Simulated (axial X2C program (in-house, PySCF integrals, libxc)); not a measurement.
# Which molecule gave these maps?

PBE0 fields computed with an in-house all-electron X2C program for linear molecules (integrals from PySCF), 2c, near the equilibrium distance, one atom at z = 0.

The maps cover the half plane through the axis: z from -2.4 to 4.8 Å along the bond, ρ from 0.15 to 2.25 Å away from it.

log10 of the density in e/bohr³:

```
 ρ\z  -2.4  -1.8  -1.2  -0.6   0.0   0.6   1.2   1.8   2.4   3.0   3.6   4.2   4.8
0.15  -2.9  -2.1  -1.4  -0.1   1.8  -0.1  -1.2  -0.6   1.2  -0.1  -1.7  -2.7  -3.4
0.45  -2.9  -2.2  -1.5  -0.5   0.4  -0.5  -1.3  -0.9   0.2  -0.6  -1.8  -2.7  -3.5
0.75  -3.0  -2.3  -1.7  -1.0  -0.5  -1.0  -1.5  -1.3  -0.8  -1.2  -2.0  -2.8  -3.5
1.05  -3.1  -2.5  -1.9  -1.4  -1.2  -1.5  -1.7  -1.6  -1.4  -1.7  -2.3  -3.0  -3.7
1.35  -3.3  -2.7  -2.2  -1.8  -1.7  -1.8  -2.0  -2.0  -1.9  -2.1  -2.6  -3.2  -3.8
1.65  -3.5  -2.9  -2.5  -2.2  -2.1  -2.2  -2.3  -2.3  -2.3  -2.5  -2.9  -3.4  -4.0
1.95  -3.7  -3.2  -2.8  -2.5  -2.4  -2.5  -2.6  -2.6  -2.7  -2.8  -3.2  -3.7  -4.2
2.25  -4.0  -3.5  -3.1  -2.9  -2.8  -2.9  -3.0  -3.0  -3.0  -3.2  -3.5  -3.9  -4.4
```

Electron localisation function (collinear form, no current term, damped to 0 at low density):

```
 ρ\z  -2.4  -1.8  -1.2  -0.6   0.0   0.6   1.2   1.8   2.4   3.0   3.6   4.2   4.8
0.15  0.54  0.84  0.54  0.60  0.75  0.61  0.39  0.31  0.26  0.59  0.08  0.06  0.03
0.45  0.50  0.83  0.61  0.39  0.76  0.38  0.44  0.21  0.72  0.34  0.09  0.07  0.03
0.75  0.41  0.80  0.71  0.27  0.40  0.23  0.49  0.20  0.29  0.17  0.10  0.08  0.02
1.05  0.29  0.74  0.77  0.43  0.26  0.30  0.50  0.28  0.19  0.16  0.12  0.08  0.01
1.35  0.16  0.62  0.77  0.64  0.45  0.40  0.45  0.35  0.23  0.19  0.14  0.07  0.01
1.65  0.06  0.45  0.69  0.68  0.54  0.38  0.34  0.35  0.26  0.21  0.14  0.04  0.00
1.95  0.02  0.23  0.52  0.58  0.46  0.27  0.22  0.28  0.26  0.20  0.10  0.02  0.00
2.25  0.00  0.07  0.28  0.38  0.29  0.16  0.12  0.15  0.17  0.12  0.04  0.00  0.00
```

Axial spin density in 10⁻³ e/bohr³:

```
 ρ\z  -2.4  -1.8  -1.2  -0.6    0.0   0.6   1.2   1.8    2.4   3.0  3.6  4.2  4.8
0.15   0.0   0.1   0.1   0.3  -25.0   0.3  -0.5   0.9  -14.7   0.4  0.9  0.3  0.1
0.45   0.0  -0.1  -0.7  -1.6   -2.8  -1.7  -1.4   0.8   -0.5  -0.1  0.7  0.2  0.1
0.75   0.0  -0.3  -1.6  -5.3   -4.3  -5.9  -2.3   0.2    0.3   0.3  0.5  0.2  0.1
1.05  -0.1  -0.3  -1.8  -6.2   -9.2  -6.7  -2.5  -0.3    0.2   0.3  0.3  0.1  0.0
1.35  -0.1  -0.3  -1.5  -4.6   -7.0  -5.0  -2.0  -0.5    0.0   0.2  0.1  0.1  0.0
1.65  -0.1  -0.3  -1.1  -2.8   -4.0  -3.0  -1.4  -0.4   -0.1   0.1  0.1  0.0  0.0
1.95  -0.1  -0.2  -0.7  -1.5   -2.1  -1.6  -0.8  -0.3   -0.1   0.0  0.0  0.0  0.0
2.25   0.0  -0.1  -0.4  -0.8   -1.0  -0.8  -0.5  -0.2   -0.1   0.0  0.0  0.0  0.0
```

Question: Which molecule is it?
A. CsIn
B. CuSn
C. IF
D. RbFr

Answer: B. CuSn, with Sn at z = 0 and Cu at z = 2.473 Å, state Ω = 1/2 (⟨Sz⟩ = -0.49, ⟨Lz⟩ = 0.99 at PBE0), basis Sn dyall-v3z [11s12p9d1f], Cu dyall-v3z [9s9p6d3f2g] (cores contracted in-house). One determinant describes the state; a PBE0 search over occupations chose it and may have missed a lower one. Density functionals use the spin component along the axis (collinear). Without a current term, density functionals place determinants with orbital angular momentum somewhat too high.
